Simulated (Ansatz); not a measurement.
C8H16O2, SMILES CC(C)(C)OC(C(C)C)=O. Atoms are numbered in the order given.

```xyz
26

C     -0.5933     2.4562     1.2703
C      0.2100     2.1475     0.0000
C     -0.5933     2.4562    -1.2703
C      0.6868     0.7011     0.0000
O      1.8481     0.3658     0.0000
O     -0.3582    -0.1431     0.0000
C     -0.1945    -1.5993     0.0000
C     -1.6349    -2.1064     0.0000
C      0.5369    -2.0398    -1.2695
C      0.5369    -2.0398     1.2695
H     -1.5123     1.8519     1.3037
H     -0.8773     3.5201     1.2943
H     -0.0081     2.2409     2.1780
H      1.1346     2.7448     0.0000
H     -1.5123     1.8519    -1.3037
H     -0.0081     2.2409    -2.1780
H     -0.8773     3.5201    -1.2943
H     -2.1699    -1.7474    -0.8919
H     -2.1699    -1.7474     0.8919
H     -1.6516    -3.2065     0.0000
H      1.5696    -1.6705    -1.2782
H      0.0145    -1.6596    -2.1609
H      0.5518    -3.1392    -1.3241
H      0.5518    -3.1392     1.3241
H      0.0145    -1.6596     2.1609
H      1.5696    -1.6705     1.2782
```

Geometry optimised at B3LYP-D3(BJ)/def2-SVP. The values are those of a single conformer.

Two levels are set side by side: PBE-D3(BJ)/def2-SVP (Ansatz, an electronic-structure program) and B3LYP-D3(BJ)/def2-SVP (Ansatz). Each level has its own optimised geometry; the coordinates shown are those of the second. Differences are taken from unrounded values.

```tsv
quantity	B3LYP-D3(BJ)	PBE-D3(BJ)	PBE-D3(BJ) minus B3LYP-D3(BJ)
mean bond length (Å)	1.232	1.239	0.007
bond C1–C2 (Å)	1.534	1.536	0.002
bond C2–C3 (Å)	1.534	1.536	0.002
bond C2–C4 (Å)	1.523	1.528	0.005
bond C4–O5 (Å)	1.209	1.219	0.010
bond C4–O6 (Å)	1.343	1.354	0.011
bond O6–C7 (Å)	1.465	1.475	0.010
bond C7–C8 (Å)	1.527	1.530	0.003
bond C7–C9 (Å)	1.530	1.532	0.003
bond C7–C10 (Å)	1.530	1.532	0.003
bond C1–H11 (Å)	1.100	1.108	0.008
bond C1–H12 (Å)	1.101	1.109	0.008
bond C1–H13 (Å)	1.101	1.109	0.007
bond C2–H14 (Å)	1.101	1.109	0.008
bond C3–H15 (Å)	1.100	1.108	0.008
bond C3–H16 (Å)	1.101	1.109	0.007
bond C3–H17 (Å)	1.101	1.109	0.008
```

Exact exchange shortens and stiffens bonds; PBE has none. Differences between two approximate levels are no errors against the true value.
